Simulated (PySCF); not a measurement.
CH₈FNOSi₂, SMILES C[Si@H](N)[Si@@H](O)F. Atoms are numbered in the order given.

```xyz
14

C     -1.2019     0.8364     1.8020
Si    -1.2039     0.3063    -0.0102
N     -1.8860    -1.2494    -0.3906
Si     1.0201     0.0940    -0.6970
O      1.9313     1.1339     0.2291
F      1.4482    -1.4559    -0.3519
H     -0.6887     0.0876     2.4267
H     -2.2248     0.9688     2.1914
H     -0.6613     1.7914     1.9100
H     -1.9326     1.3410    -0.8056
H     -2.8765    -1.4361    -0.2643
H     -1.3326    -2.0769    -0.1857
H      1.3463     0.2635    -2.1442
H      2.8718     1.2174     0.0291
```

Geometry optimised at B3LYP-D3(BJ)/def2-SVP. The structure was generated by enumeration; whether it is a known compound was not checked. One conformer was computed; it need not be the lowest.

Two levels are set side by side: PBE/pcSseg-1 (PySCF) and B3LYP/pcSseg-1 (PySCF). GIAO shifts against CFCl3 (¹⁹F), H2O (¹⁷O), NH3 (¹⁵N), TMS (²⁹Si), TMS (¹H), TMS (¹³C) at the same level; non-relativistic, no solvent, atoms listed together averaged. Differences are taken from unrounded values.

```
quantity               B3LYP     PBE  PBE minus B3LYP
--------------------  ------  ------  ---------------
δ(¹³C) of C1 (ppm)       4.9     5.0              0.1
δ(²⁹Si) of Si2 (ppm)   -31.5   -32.4             -0.9
δ(¹⁵N) of N3 (ppm)      13.3    15.5              2.2
δ(²⁹Si) of Si4 (ppm)     1.3     6.6              5.3
δ(¹⁷O) of O5 (ppm)      70.0    79.6              9.6
δ(¹⁹F) of F6 (ppm)    -174.6  -187.1            -12.5
δ(¹H) of H10 (ppm)      4.82    5.10             0.29
δ(¹H) of H13 (ppm)      5.67    6.09             0.42
δ(¹H) of H14 (ppm)      2.85    2.89             0.03
```

Rough cost on one machine, each run with all the roots and properties that it gave: B3LYP against PBE within a factor of 2.
